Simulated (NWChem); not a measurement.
## Atomisation of C4H5Cl

```xyz
10

C      2.9090    -0.1226     0.5256
C      1.6798    -0.4585     0.2268
C      0.4445    -0.7948    -0.0657
C     -0.7597    -0.1909     0.5902
Cl    -1.8184     0.6666    -0.6199
H      3.4262     0.6794    -0.0139
H      3.4644    -0.6321     1.3214
H      0.2601    -1.5619    -0.8288
H     -1.3985    -0.9613     1.0449
H     -0.4804     0.5455     1.3536
```
Charge 0, spin multiplicity 1.

The numbers come from NWChem runs, not from measurements. All single points use one geometry, from B3LYP/def2-SVP, a minimum by its harmonic frequencies. It is one conformer; others weren't searched.

Basis set: def2-TZVP. The atomisation energy is electronic alone: no zero-point, thermal, spin-orbit or counterpoise terms. No value is extrapolated to the basis-set limit. Free atoms are single determinants with multiplicities C 3, Cl 2, H 2.

B3LYP has NWChem's definition, with VWN1-RPA local correlation. The structure started from a generated list of species. The stability of the SCF solutions was not checked.

Q: One of these methods gave an atomisation energy of 985.8 kcal/mol. Which?
(A) BHandHLYP
(B) PBE0
(C) r2SCAN
(D) B3LYP

A: B, PBE0. The others give 971.1 (B3LYP), 940.4 (BHandHLYP), 981.6 (r2SCAN).
